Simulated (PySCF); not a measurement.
Species: 2-methylstyrene, C9H10.
Bonds: C1–C2 (double), C2–C3, C3–C4 (aromatic), C4–C5 (aromatic), C5–C6 (aromatic), C6–C7 (aromatic), C7–C8 (aromatic), C8–C9, C3–C8 (aromatic). Hydrogens: H10, H11 on C1; H12 on C2; H13 on C4; H14 on C5; H15 on C6; H16 on C7; H17, H18, H19 on C9.

Computed geometry: GFN2-xTB, gas phase.

(1) What internal coordinates does the optimisation give?

Results:

(1) 
| bond | length (Å) | order |
| --- | --- | --- |
| C1=C2 | 1.326 | double |
| C2–C3 | 1.463 | single |
| C3–C4 | 1.394 | aromatic |
| C4–C5 | 1.381 | aromatic |
| C5–C6 | 1.384 | aromatic |
| C6–C7 | 1.384 | aromatic |
| C7–C8 | 1.387 | aromatic |
| C8–C9 | 1.500 | single |
| C3–C8 | 1.402 | aromatic |
| C1–H10 | 1.077 | single |
| C1–H11 | 1.077 | single |
| C2–H12 | 1.082 | single |
| C4–H13 | 1.080 | single |
| C5–H14 | 1.080 | single |
| C6–H15 | 1.080 | single |
| C7–H16 | 1.081 | single |
| C9–H17, C9–H18, C9–H19 | 1.089 | single |

Bonds in one row agree within 0.01 Å and their mean is given. Orders are formal, as drawn. A selection of angles:
| angle | degrees |
| --- | --- |
| C2–C1–H10 | 121.8 |
| C2–C1–H11 | 122.1 |
| H10–C1–H11 | 116.1 |
| C1–C2–C3 | 124.7 |
| C1–C2–H12 | 119.4 |
| C3–C2–H12 | 116.0 |
| C2–C3–C4 | 120.1 |
| C2–C3–C8 | 120.8 |
| C4–C3–C8 | 119.1 |
| C3–C4–C5 | 121.2 |
| C3–C4–H13 | 119.0 |
| C5–C4–H13 | 119.8 |
| C4–C5–C6 | 119.7 |
| C4–C5–H14 | 120.0 |
| C6–C5–H14 | 120.3 |
| C5–C6–C7 | 119.7 |
| C5–C6–H15 | 120.3 |
| C7–C6–H15 | 120.1 |
| C6–C7–C8 | 121.4 |
| C6–C7–H16 | 119.5 |
| C8–C7–H16 | 119.2 |
| C7–C8–C9 | 119.9 |
| C3–C8–C7 | 119.0 |
| C3–C8–C9 | 121.1 |
| C8–C9–H17 | 110.6 |
| H17–C9–H18 | 108.0 |
| H18–C9–H19 | 108.6 |

Torsions: C1–C2–C3–C4 34° (synclinal). The mirror-image conformer, all signs reversed, is as good.

Of the pairs four or more bonds apart, C9···H12 is among the closest relative to their van der Waals radii: 2.65 Å, 91 % of the sum of Bondi's values. The 6-membered ring C3–C4–C5–C6–C7–C8 has internal angles of 119.0° to 121.4° (sum 720°, against 720° for a flat polygon); it is planar, 0.00 Å rms from its mean plane, widest ring torsion 0°. The C–C distances run from 1.326 Å (C1=C2, drawn double) to 1.500 Å (C8–C9, drawn single), a spread of 0.174 Å.

Point group: C1 (no symmetry element, even within 0.4 Å). GFN2-xTB frequencies: not computed here. The numbers are those of one conformer.
